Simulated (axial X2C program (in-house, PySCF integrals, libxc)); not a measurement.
Results of a calculation; reference values are marked as such.
**ZrSn: input and output**

Program: an in-house relativistic program for diatomic molecules.

Input:
```json
{"zs": [50, 40], "q": 0, "bas": ["dyall-cv3z", "dyall-cv3z"], "levels": ["PBE0", "HF", "BHandHLYP"], "cc": true, "r0": 2.94, "thr": -1.0, "nmax": 90, "npts": 10, "nst": 2, "ntry": 6}
```
```bash
python so2c.py task.json out
```

Keys: zs atomic numbers; q charge; bas basis sets; levels methods; cc coupled cluster on or off; r0 starting distance in Å; thr threshold in hartree for freezing inner shells (an s shell follows its p shell); nmax most natural virtual spinors; npts points on the curve; nst determinants followed; ntry starts of the search. HF also brings MP2.

Output of the HF step, 2c, at R = 2.780 Å for the state Ω = 4. It starts from PBE0 orbitals of this distance.

```
two-component X2C + atomic mean field  HF
basis functions 290  fitting functions 1385  grid points 5803
iter        total energy     max residual
   1      -9766.055707534     2.79e-01
   2      -9766.094193415     1.66e-02
   3      -9766.098025798     8.78e-03
   4      -9766.100084107     4.41e-03
   5      -9766.101416487     2.60e-03
   6      -9766.102629492     2.63e-03
   7      -9766.103891023     2.84e-03
   8      -9766.104130788     2.91e-03
   9      -9766.102350830     2.49e-03
  10      -9766.100310994     1.96e-03
  11      -9766.100299378     1.86e-03
  12      -9766.100733091     1.45e-03
  13      -9766.101149856     1.30e-03
  14      -9766.101424806     7.10e-04
  15      -9766.101537649     4.04e-04
  16      -9766.101577712     1.67e-04
  17      -9766.101586204     1.54e-04
  18      -9766.101590020     1.38e-04
  19      -9766.101591844     1.18e-04
  20      -9766.101594522     9.37e-05
  21      -9766.101596128     6.88e-05
  22      -9766.101596837     5.31e-05
  23      -9766.101597322     3.15e-05
  24      -9766.101597482     2.27e-05
  25      -9766.101597460     1.79e-05
  26      -9766.101597436     1.71e-05
  27      -9766.101597414     1.64e-05
  28      -9766.101597395     1.47e-05
  29      -9766.101597380     1.25e-05
  30      -9766.101597374     1.18e-05
  31      -9766.101597371     1.12e-05
  32      -9766.101597380     1.22e-05
  33      -9766.101597373     1.22e-05
  34      -9766.101597367     1.19e-05
  35      -9766.101597368     1.21e-05
  36      -9766.101597360     1.16e-05
  37      -9766.101597327     8.94e-06
  38      -9766.101597312     5.29e-06
  39      -9766.101597307     4.15e-06
  40      -9766.101597313     2.62e-06
  41      -9766.101597315     1.57e-06
  42      -9766.101597316     8.02e-07
converged
one-electron -14208.61847411  Coulomb 4343.88160922  exact exchange -276.95094877  xc functional 0.00000000  nuclear repulsion 380.70302944  atomic mean-field constant -5.11681310
correlated 8  virtual 370  natural virtual 90  E(MP2) -0.126845314  MP2 remainder -0.005404182
iter   CCSD correlation   residual
   1     -0.132562476   1.50e-01
   2     -0.138574542   8.18e-02
   3     -0.142010188   5.07e-02
   4     -0.143312758   2.85e-02
   5     -0.143919404   1.52e-02
   6     -0.144183285   8.48e-03
   7     -0.144281441   4.21e-03
   8     -0.144354863   2.21e-03
   9     -0.144351446   1.27e-03
  10     -0.144370288   7.58e-04
  11     -0.144364869   4.72e-04
  12     -0.144367735   3.40e-04
  13     -0.144368270   2.24e-04
  14     -0.144367270   1.27e-04
  15     -0.144368073   6.82e-05
  16     -0.144367893   3.38e-05
  17     -0.144367840   1.79e-05
  18     -0.144367827   1.06e-05
(T) -0.011187593  T1 0.0978  D1 0.1545  max T2 0.138
```
Energies are in hartree; totals compare only within one Hamiltonian and basis. T1 is large, a sign of multireference character or of a spin-contaminated reference. Where the energy jumps back up, the SCF was restarted by another method. T1 in the output is the amplitude norm over the root of the electron number; divide by √2 for the Lee–Taylor value.
